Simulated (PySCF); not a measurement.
# Worked example: dipole moment from atomic charges

B2Cl3, SMILES ClB([B]Cl)Cl, multiplicity 2. Atoms are numbered in the order given.

```xyz
5

Cl     0.0000     0.0000     2.7265
B      0.0000     0.0000     1.0391
B      0.0000     0.0000    -0.5566
Cl     0.0000    -1.5424    -1.4342
Cl     0.0000     1.5424    -1.4342
```
Charge 0, spin multiplicity 2.

Geometry: B3LYP-D3(BJ)/def2-SVP. The isomer is the one that the SMILES or the coordinates give; other isomers of the formula were not compared. The values are those of a single conformer.

Charges (e) from PySCF with PBE/def2-TZVP:

```csv
atom,ESP fit,Mulliken
Cl1,0.107,0.042
B2,0.063,-0.043
B3,-0.084,0.246
Cl4,-0.043,-0.122
Cl5,-0.043,-0.122
```

The dipole moment of the full density is 2.56 D.

Problem. What dipole moment does each set of point charges give, and which comes closer to that of the density?

Solution. 
μ = Σ q r, and 1 e Å = 4.8032 D.
ESP fit: Σ q r = (0.000, 0.000, 0.527) e Å, |μ| = 2.53 D.
Mulliken: Σ q r = (0.000, 0.000, 0.283) e Å, |μ| = 1.36 D.
ESP fit comes closer in size. Point charges leave out the atoms' own dipoles (lone pairs, polarised bonds); fits to the potential absorb them, partitions of the density don't.
